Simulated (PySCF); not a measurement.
Computed Raman spectrum (relative Raman activity) of a molecule C₄H₆O₂. Geometry optimised at PBE0-D3(BJ)/def2-SVP. The values are those of a single conformer. These are PBE0-D3(BJ)/def2-SVP in PySCF values and carry that method's errors. No scaling factor is applied to the harmonic values.

| ν (cm⁻¹) | relative intensity |
|---|---|
| 538 | 2.1 |
| 862 | 4.9 |
| 883 | 2.5 |
| 1074 | 2.6 |
| 1117 | 7.3 |
| 1126 | 9.2 |
| 1283 | 2.3 |
| 1401 | 3.7 |
| 1455 | 11 |
| 1458 | 4.4 |
| 1725 | 13 |
| 3069 | 68 |
| 3073 | 100 |
| 3178 | 27 |
| 3181 | 44 |
| 3301 | 40 |
| 3327 | 73 |

### Question
Identify the compound among the candidates.
A. C=C1OCCO1
B. C=C1COCO1
C. C=CC1OCO1
D. CC1OC=CO1

### Answer
D, CC1OC=CO1
